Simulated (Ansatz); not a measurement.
The same path of F₂H₈OSiW (13 atoms, charge 0, multiplicity 1) was run twice with different band settings. Lost on the way: W1–H2, O8–H13. Made: H2–H13.

Theory: Ansatz, RKS PBE0-D4/def2-SVP.

Relaxed end points:

```xyz
13
Properties=species:S:1:pos:R:3
W -0.169 0.249 0.129
H -0.812 -0.048 1.670
H 0.444 -1.078 0.978
F 0.418 1.918 -0.542
F -1.812 0.062 -0.759
H 0.063 -1.142 -0.746
H 1.398 -0.209 -0.263
O 1.218 1.109 1.719
Si 2.903 1.285 1.415
H 3.535 -0.061 1.386
H 3.029 2.010 0.132
H 3.440 2.077 2.559
H 0.976 0.785 2.595
```

```xyz
13
Properties=species:S:1:pos:R:3
W 0.183 0.296 -0.023
H -0.454 0.488 2.444
H 0.689 -1.253 -0.535
F -0.569 2.068 -0.206
F -1.557 -0.334 -0.074
H 0.409 -1.140 0.869
H 0.588 0.203 -1.640
O 1.832 0.795 0.590
Si 3.250 1.094 1.473
H 3.843 -0.216 1.851
H 4.161 1.870 0.593
H 2.864 1.874 2.680
H -0.609 1.213 2.249
```

Common settings: movable images 5; climbing image yes; optimiser quadratic models (default); start path through a guess of the saddle point; force threshold 0.05 eV/Å; iteration limit 60; end points relaxed.

| run | spring |
| --- | --- |
| 1 | 5.0 eV/Å² |
| 2 | 0.5 eV/Å² |

Task: What does each run give, and how far can it be trusted?

Result: Run 1: converged after 28 iterations, highest image 0.944 eV above the first end. A vibrational analysis at the climbing image gives one clearly imaginary mode, 1156i cm⁻¹: a first-order saddle point.
Run 2: converged after 32 iterations, highest image 0.944 eV above the first end. The profile has 2 maxima (images 2, 4) with wells between them (image 3): this band takes more than one step, which may be the mechanism or a detour left from its start path. Another band between the same ends (5 images) ends at a top of the same energy, where a vibrational analysis finds 1 clearly imaginary mode.
The orbitals stay closed-shell, which can raise the energy where a bond breaks towards radicals; this wasn't checked here.
